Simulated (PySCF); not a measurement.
BClH₂S, SMILES SBCl. Geometry: B3LYP-D3(BJ)/def2-TZVP. The values are those of a single conformer.

Level of theory: B3LYP-D3(BJ)/def2-TZVP (PySCF).

Harmonic wavenumbers (cm⁻¹): 255, 437, 675, 785, 866, 903, 1097, 2670, 2688. Rotational constants (GHz): 41.41, 3.122, 2.903; symmetry number 1.

Work out the zero-point energy and the ideal-gas rigid-rotor harmonic-oscillator thermochemistry at 298.15 K and 1 atm.

ZPE = ½ Σ hcν = ½ × 10377 cm⁻¹ = 14.83 kcal/mol. H − E(el) = 17.89 kcal/mol. Entropy in cal/(mol K): translation 39.07, rotation 24.26, vibration 3.45, total 66.78. G − E(el) = -2.01 kcal/mol. Cp = 13.97 cal/(mol K).
